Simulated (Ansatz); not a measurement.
Geometry optimisation, RKS PBE/def2-SVP in Ansatz.

Input:

```yaml
crystal:
  periodic: [false, false, false]
  atoms:
    - { symbol: Al, position_ang: [0.0, 0.0, 0.0] }
    - { symbol: F, position_ang: [0.0, 0.0, 2.04] }
    - { symbol: Cl, position_ang: [1.9312, 0.0, -1.115] }
    - { symbol: Cl, position_ang: [-1.9312, 0.0, -1.115] }
    - { symbol: H, position_ang: [0.0777, -1.7634, 0.5865] }
    - { symbol: H, position_ang: [0.0582, -1.3201, 1.5347] }
basis:
  gaussian: { orbitals: def2-SVP }
hamiltonian:
  xc: pbe
relax:
  f_tol: 0.15
  max_steps: 25
  restrain:
    - { distance: [0, 4], at: 2.76, k: 30.0 }
    - { distance: [5, 1], at: 2.12, k: 30.0 }
    - { distance: [0, 1], at: 1.69, k: 30.0 }
    - { distance: [5, 4], at: 0.66, k: 30.0 }
```

Launched with:

```bash
$ ansatz run input.yaml --threads 1 --pin off --max-ram 2048MiB --backend cpu --events-out ev --progress --plain --runs-dir out
```

Where does it end, and by what steps?

The run converged. The restraints hold the end off the free minimum; the threshold counts their pulls, which the force column leaves out. Restrained pairs: Al1–H5 (1.86 → 2.76 Å), F2–H6 (1.41 → 2.13 Å), Al1–F2 (2.04 → 1.68 Å), H5–H6 (1.05 → 0.72 Å). After 6 steps the energy has fallen by 1.667 eV (the restraints' own energy left out); H5 moved furthest, 0.71 Å.

```csv
step,energy less start (eV),largest force component (eV/Å),accepted
0,0.0000,2.402,yes
1,-0.5287,3.133,yes
2,-1.0018,2.608,yes
3,-1.5119,1.772,yes
4,-1.6748,1.049,yes
5,-1.6841,0.395,no
6,-1.6672,1.491,yes
```

```xyz
6
Properties=species:S:1:pos:R:3
Al 0.003 0.220 -0.022
F 0.006 0.372 1.652
Cl 1.822 0.234 -1.048
Cl -1.825 0.173 -1.032
H 0.076 -2.343 0.990
H 0.055 -1.739 1.390
```

The run took 29 s on 1 thread of Arm Neoverse N1, on a shared host, peak memory 0.14 GiB.
